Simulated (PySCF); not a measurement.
# How methods differ on the ionisation energy of Pd(38+)

Pd(38+) [He] 2s2 2p4 (3P) → Pd(39+) [He] 2s2 2p3 (4S), as a difference of total energies. Computed with PySCF 2.14 in an uncontracted even-tempered set (19 s from 14 bohr⁻², ratio 2.2; 12 p from 18 bohr⁻², ratio 2.2; 6 d from 79 bohr⁻², ratio 2.4; 5 f from 120 bohr⁻², ratio 2.4; 4 g from 180 bohr⁻², ratio 2.4), with the spin-free X2C one-electron Hamiltonian (Gaussian nucleus). Correlated levels: nothing frozen; virtual orbitals above 40 to 60 times the deepest correlated orbital energy dropped. The calculations carry no spin-orbit coupling.

```tsv
method	ionisation energy (eV)
UHF	5710.0
LDA	5706.7
PBE	5712.7
PBE0	5712.5
r2SCAN	5714.0
B2PLYP	5712.6
MN15	5710.9
MP2 (all electrons)	5711.7
SCS-MP2 (all electrons)	5711.8
```

Spin-orbit coupling is strong in these open shells (close to jj coupling). The scalar numbers leave it out and a first-order estimate fails, so it can dominate the gap to the real levels.

For this ion Breit and QED terms and the two-electron picture change, all absent here, outweigh the differences among the correlated methods.

For comparison: 5683 ± 11 eV (semi-empirical (NIST evaluation); NIST Atomic Spectra Database, ionization energies).
